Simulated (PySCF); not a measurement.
Compound: C6H3Cl2F.
InChI=1S/C6H3Cl2F/c7-6(8)4-2-1-3-5-9/h6H,5H2

The calculation used CAM-B3LYP/def2-SVPD in PySCF (dipole) on a GFN2-xTB geometry, gas phase.

Masses are those of the commonest isotopes; rigid-rotor values at the optimised geometry. 

Task: Give the principal moments of inertia and the rotational constants in MHz.

Result: Ia = 177.51, Ib = 1586.05, Ic = 1712.35 u·Å²; 505379 MHz·u·Å²/I gives A = 2847, B = 318.6, C = 295.1 MHz.

Task: Classify the top.

Result: A near-prolate asymmetric top; Ray's κ = -0.982.

Task: What does the inertial defect say?

Result: Not planar: Δ = Ic − Ia − Ib = -51.21 u·Å². For a rigid frame Δ = −2 Σ m c², so Σ m c² = 25.61 u·Å² lies off the ab plane: 5.47 from hydrogen and 20.13 from heavier atoms. The atom farthest from that plane is 1.66 Å away.

Task: Give the coordinates in the principal-axis frame, origin at the centre of mass.

Result: The sense of each axis is arbitrary; atoms in the order of the calculation.
| atom | mass (u) | a (Å) | b (Å) | c (Å) |
| --- | --- | --- | --- | --- |
| F1 | 18.998 | -5.188 | 0.002 | -0.582 |
| C2 | 12.000 | -4.501 | -0.002 | 0.611 |
| C3 | 12.000 | -3.072 | -0.002 | 0.395 |
| C4 | 12.000 | -1.890 | -0.001 | 0.148 |
| C5 | 12.000 | -0.556 | -0.001 | -0.087 |
| C6 | 12.000 | 0.622 | 0.000 | -0.361 |
| C7 | 12.000 | 2.030 | 0.000 | -0.595 |
| Cl8 | 34.969 | 2.779 | 1.466 | 0.130 |
| Cl9 | 34.969 | 2.780 | -1.465 | 0.129 |
| H10 | 1.008 | -4.810 | -0.904 | 1.155 |
| H11 | 1.008 | -4.809 | 0.897 | 1.161 |
| H12 | 1.008 | 2.279 | 0.001 | -1.659 |

Task: Predict some low-J microwave lines.

Result: The dipole components are |μa| = 0.97 D, |μb| = 0.00 D, |μc| = 0.60 D; the mirror of this Cs structure is the ac plane, so μb vanishes by symmetry (the 0.01 D computed is a residue) and there are no b-type lines. Intensities carry the squares of the components, which stand as 1.00 : 0.39 (a : c). Some lines, for components of 0.1 D or more:

| type | branch | J(Ka,Kc) | MHz | lower level (cm⁻¹) |
| --- | --- | --- | --- | --- |
| a | R | 1(0,1) ← 0(0,0) | 614 | 0.000 |
| a | R | 2(1,2) ← 1(1,1) | 1204 | 0.105 |
| a | R | 2(0,2) ← 1(0,1) | 1227 | 0.020 |
| a | R | 2(1,1) ← 1(1,0) | 1251 | 0.106 |
| c | Q | 2(1,2) ← 2(0,2) | 2505 | 0.061 |
| c | Q | 1(1,1) ← 1(0,1) | 2528 | 0.020 |
| c | R | 1(1,0) ← 0(0,0) | 3166 | 0.000 |
| c | R | 2(1,1) ← 1(0,1) | 3803 | 0.020 |
| c | Q | 2(2,1) ← 2(1,1) | 7585 | 0.147 |
| c | R | 2(2,0) ← 1(1,0) | 8836 | 0.106 |
| c | R | 2(2,1) ← 1(1,1) | 8860 | 0.105 |

Task: Estimate the classical rotational partition function at 50 K, 200 K and 298.15 K.

Result: Point group Cs, symmetry number σ = 1; q = (√π/σ)·√((kT/h)³/(ABC)), k/h = 20836.6 MHz/K: 115000 at 50 K, 922000 at 200 K, 1680000 at 298.15 K.

Stationary, but not proved a minimum. No vibrational averaging or centrifugal distortion is included, and the geometry carries the error of its method. Quadrupole hyperfine structure (35Cl) is left out.
